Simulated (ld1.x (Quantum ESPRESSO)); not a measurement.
**cerium, TM: configuration errors across variants**

ld1.x (Quantum ESPRESSO) 7.5 input, shortened:

```
&input
   title='Ce', zed=58., rel=1, dft='PBE', iswitch=3,
   config='[Xe] 4f1 5d1 5f-2 6s1 6p1'
 /
 &inputp
   pseudotype=2, tm=.true., lloc=0,
   nlcc=.false.
 /
4
5P  2  1   6.00   0.00  2.35  2.35  0.0
5D  3  2   1.00   0.00  2.20  2.20  0.0
5F  4  3  -2.00   0.05  2.30  2.30  0.0
5S  1  0   2.00   0.00  2.10  2.10  0.0
 &test
   configts(1)='5s2 5p6 5d1 6s1 6p1'
 /
```

Occupied shells without a wave of their own: 6p, 6s. They enter only through the test configuration that unscreens the potential.

All-electron excitation energies from the reference (eV): (1) 5s2 5p6 5d1 6s2 6p0 -2.450; (2) 5s2 5p6 5d1 6s1 6p0 3.620; (3) 5s2 5p6 5d1 6s0 6p0 14.701; (4) 5s2 5p6 5d0 6s0 6p0 33.880; (5) 5s2 5p6 5d0 6s2 6p1 -0.155; (6) 5s2 5p6 5d1 6s0 6p2 2.548; (7) 5s2 5p6 5d0 6s2 6p0 3.955.

For the base: The 6p, 6s levels have no wave, so the channel is fitted at the deeper level alone: the likely source of the large errors.

On the changes marked as counting shells twice: ld1.x takes every shell without a wave as core, so the model core holds the marked electrons as well and exchange and correlation see them twice. This cancels in the reference configuration, but the file is broken for other ones, and its errors say nothing about a proper core correction.

A true bound ghost makes a file unfit for plane-wave use even where its test errors are small: the radial tests pick states by their node count and pass the ghost by.

The file “base” misses its own reference levels by 0.4 eV. The file “core correction a·sin(br)/r model core inside 0.84 bohr (6p, 6s counted twice)” misses its own reference levels by 0.4 eV. The file “core correction a·sin(br)/r model core inside 1.20 bohr (6p, 6s counted twice)” misses its own reference levels by 0.4 eV. The file “core correction a·sin(br)/r model core inside 1.36 bohr (6p, 6s counted twice)” misses its own reference levels by 0.4 eV. The file “core correction a·sin(br)/r model core inside 1.70 bohr (6p, 6s counted twice)” misses its own reference levels by 0.4 eV. The file “core correction a·sin(br)/r model core inside 2.28 bohr (6p, 6s counted twice)” misses its own reference levels by 0.4 eV. The file “core correction full core density, not smoothed (it rises at the typed radius of 2.50 bohr, so ld1.x skipped the fit) (6p, 6s counted twice)” misses its own reference levels by 0.4 eV.

Errors AE − PS in meV (a dash: test not solved or not reliable):

```tsv
change	(1)	(2)	(3)	(4)	(5)	(6)	(7)	bound ghosts
base	+334	-33	-697	-1036	+457	-393	+500	f
core correction a·sin(br)/r model core inside 0.84 bohr (6p, 6s counted twice)	+307	-193	-1196	-1729	+426	-422	+398	f
core correction a·sin(br)/r model core inside 1.20 bohr (6p, 6s counted twice)	+307	-193	-1196	-1728	+427	-422	+400	f
core correction a·sin(br)/r model core inside 1.36 bohr (6p, 6s counted twice)	+307	-193	-1196	-1728	+428	-422	+401	f
core correction a·sin(br)/r model core inside 1.70 bohr (6p, 6s counted twice)	+307	-193	-1195	-1729	+429	-421	+402	f
core correction a·sin(br)/r model core inside 2.28 bohr (6p, 6s counted twice)	+308	-193	-1192	-1727	+433	-419	+407	f
core correction full core density, not smoothed (it rises at the typed radius of 2.50 bohr, so ld1.x skipped the fit) (6p, 6s counted twice)	+307	-193	-1196	-1729	+426	-422	+398	f
```

(1) Give the same row for: core correction a·sin(br)/r model core inside 1.90 bohr (6p, 6s counted twice).

Results:

(1) +308, -193, -1194, -1729, +430, -420, +404; bound ghosts: f. ld1.x takes every shell without a wave as core, so the model core holds the 6p, 6s electrons as well and exchange and correlation see them twice. This cancels in the reference configuration, but the file is broken for other ones, and its errors say nothing about a proper core correction.
